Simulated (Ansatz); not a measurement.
# Loss of CH4: GaH(CH3)2(SeH2) → GaH(CH3)(SeH) + CH4

Gas-phase species: GaH(CH3)2(SeH2), singlet; GaH(CH3)(SeH), singlet; CH4 (methane) `C`, singlet. This is a balance of energies; it says nothing on the path, which may need atoms to shift.

Shapes, held fixed at every level: PBE0-D4/def2-TZVP. Flexible molecules stand in one conformer, not always the lowest. Programs: Ansatz 0.2.0. Electronic energies: no zero-point or thermal term.

**Question.** Estimate ΔE of this reaction.

**Answer.** The highest level, CCSD(T)/def2-TZVPP, gives ΔE = -95.3 kJ/mol; the levels span -133.3 to -95.3. The column of differences is taken from that level and isn't an error. No measured value is set beside it here. Relativity is left out for Ga, Se. Outer-core shells of Ga, Se are correlated, in sets that cover them unevenly.

| level | kind | ΔE (kJ/mol) | less CCSD(T)/def2-TZVPP |
| --- | --- | --- | --- |
| HF/def2-SVP | Hartree–Fock | -133.3 | -38.0 |
| PBE-D4/def2-TZVPP | GGA | -96.3 | -1.0 |
| r2SCAN0-D4/def2-TZVPP | global hybrid | -102.4 | -7.1 |
| wB97M-V/def2-TZVPP | range-separated hybrid | -98.5 | -3.2 |
| MP2/def2-SVP | perturbation theory | -104.1 | -8.8 |
| CCSD(T)/def2-SVP | coupled cluster or CI | -102.3 | -7.0 |
| CCSD/def2-SVP | coupled cluster or CI | -104.9 | -9.6 |
| CCSD(T)/def2-TZVPP | coupled cluster or CI | -95.3 | 0.0 |
